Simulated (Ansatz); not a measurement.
Z-matrix (Å, degrees):
```
C
O 1 1.406
O 1 1.390 2 112.8
H 1 1.095 2 106.2 3 123.1
H 1 1.093 2 110.0 3 -118.1
Si 2 1.633 1 125.6 3 48.3
H 3 0.962 1 108.9 2 69.7
F 6 1.596 2 110.1 1 54.9
H 6 1.478 2 112.9 1 -64.5
H 6 1.476 2 105.5 1 172.1
```

Charge 0, multiplicity 1.

Q: List the PBE0/def2-TZVPP orbital energies in eV (Ansatz 0.2.0). (An estimate is asked.)

A: Ansatz gave: Occupied: -1803.81, -673.72, -523.31, -523.10, -281.18, -145.97, -100.69, -100.63, -100.59, -33.13, -30.19, -28.24, -19.52, -16.38, -14.90, -14.08, -13.77, -12.67, -12.60, -12.09, -11.19, -10.17, -9.39, -9.06, -8.80. Lowest empty: 0.69, 0.76, 1.44, 2.19, 2.57, 3.11, 3.28, 3.87.
